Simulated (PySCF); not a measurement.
Run record: geometry optimisation, `CC#C[C@@H]1SCSC[C@H]1F`.

Computed with PBE0-D3(BJ)/def2-SVP geometry optimisation, gas phase (PySCF 2.14.0). Start geometry: GFN2-xTB. The input is one job of a driver script: a line of settings, then coordinates in Å.

Input:
```
{"job": {"xc": "PBE0", "basis": "def2-SVP", "d3": "d3bj", "grid": 1, "kind": "geom"}, "charge": 0, "multiplicity": 1}
C      3.416644     0.444772     0.941770
C      2.192420     0.093822     0.261842
C      1.201467    -0.239360    -0.326754
C     -0.047203    -0.544606    -0.982563
S     -0.768551     1.005950    -1.684160
C     -1.329585     1.708071    -0.127228
S     -2.756138     0.796597     0.585182
C     -2.478283    -0.821667    -0.197064
C     -1.030708    -1.258100    -0.033778
F     -0.950320    -2.614714    -0.285105
H      3.367976     0.129822     1.983730
H      4.261491    -0.047492     0.461631
H      3.565188     1.523629     0.902093
H      0.120437    -1.179153    -1.857594
H     -0.501994     1.696111     0.581508
H     -1.659316     2.726657    -0.313904
H     -2.760634    -0.764354    -1.249673
H     -3.135268    -1.518747     0.321232
H     -0.717427    -1.127987     1.011370
```

Output:
```
step   0  E = -1167.11228476  max force = 0.016983
step   1  E = -1167.11509581  max force = 0.002421
step   2  E = -1167.11519684  max force = 0.000932
step   3  E = -1167.11522667  max force = 0.000365
step   4  E = -1167.11525397  max force = 0.000502
step   5  E = -1167.11527187  max force = 0.000607
step   6  E = -1167.11529980  max force = 0.000468
step   7  E = -1167.11536126  max force = 0.001319
step   8  E = -1167.11526228  max force = 0.005685
step   9  E = -1167.11556707  max force = 0.002723
step  10  E = -1167.11592504  max force = 0.002513
step  11  E = -1167.11621777  max force = 0.001435
step  12  E = -1167.11677001  max force = 0.002891
step  13  E = -1167.11696646  max force = 0.002614
step  14  E = -1167.11716937  max force = 0.000952
step  15  E = -1167.11726179  max force = 0.001731
step  16  E = -1167.11735429  max force = 0.002378
step  17  E = -1167.11742658  max force = 0.002187
step  18  E = -1167.11746792  max force = 0.000758
step  19  E = -1167.11747166  max force = 0.000245
optimisation converged
```

Energies in Eh; «max force» is the largest Cartesian gradient component in Eh/bohr.

**Question.** How much energy does the optimisation release, in kJ/mol?

**Answer.** E(step 0) − E(last step) = 0.005187 Eh, which is 13.6 kJ/mol.

**Question.** At which steps does the energy rise by more than 1e-5 Eh?

**Answer.** At step 8 (+0.10 mEh).

Main results: final energy -1167.11747 Eh after 19 steps; dipole 2.00 D.

The run took about 10 min of CPU time (one thread, shared machine).
Labels such as C1 count atoms from 1, the log's own numbers from 0.
